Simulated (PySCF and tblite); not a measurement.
Values are calculated unless marked as measured or tabulated.
C10H16, numbered as in [CH3:1]/[C:2]1=[CH:3]/[CH2:4][CH2:5]/[CH:6]=[CH:7]\[C@@H:8]([CH3:9])[CH2:10]1. Level: PBE0-D3(BJ)/pcSseg-1//GFN2-xTB, thermal terms from GFN2-xTB, symmetry numbers and mirror pairs counted. Conformers within 3 kcal/mol (GFN2-xTB free energy) were kept, 7 at most. GIAO shieldings: PBE0/pcSseg-1. Shifts are against TMS (¹H), TMS (¹³C) at the same level; of two unlike H on one atom, a is the less shielded. Run with PySCF (density fitting) and tblite.

The 8-ring runs over atoms 2–3–4–5–6–7–8–10.

```
conformer                                                               shape  point group  mirror pair  ΔE(DFT)  Δ(G−E) at 298.15 K  δ H10a (ppm)
        1   8-ring puckered (ring torsions 40, 40, -87, -2, 39, 43, -90, -1°)           C1           no     0.00                0.00          2.54
        2    8-ring puckered (ring torsions -89, 36, 44, 0, -88, 32, 48, -2°)           C1           no     0.77               -0.14          1.27
        3  8-ring puckered (ring torsions 74, -102, 73, 0, -74, 105, -76, 0°)           C1           no     1.46               -0.05          2.50
        4  8-ring puckered (ring torsions -47, -33, 90, 2, -54, -28, 87, -1°)           C1           no     2.19                0.02          1.50
```

Energies in kcal/mol; the thermal term leaves out symmetry numbers and mirror images.

**Question.** Work out the weights at 298.15 K and the ¹H shift of H10a under fast exchange.

**Answer.** RT = 0.592 kcal/mol. Each conformer gets RT ln(σ/g), with σ the rotational symmetry number and g = 2 for a mirror pair: 1: σ = 1, g = 1, G = 0.00 + 0.00 + 0.00 = 0.00, 0.00 above the lowest, exp(−ΔG/RT) = 1.000; 2: σ = 1, g = 1, G = 0.77 − 0.14 + 0.00 = 0.64, 0.64 above the lowest, exp(−ΔG/RT) = 0.341; 3: σ = 1, g = 1, G = 1.46 − 0.05 + 0.00 = 1.41, 1.41 above the lowest, exp(−ΔG/RT) = 0.093; 4: σ = 1, g = 1, G = 2.19 + 0.02 + 0.00 = 2.20, 2.20 above the lowest, exp(−ΔG/RT) = 0.024. The sum is 1.458, so the weights are 68.6, 23.4, 6.4, 1.7 %. The averaged shift is 2.22 ppm. At 298.15 K the leading conformer alone gives 2.54 ppm and bare DFT energies give 2.27 ppm.
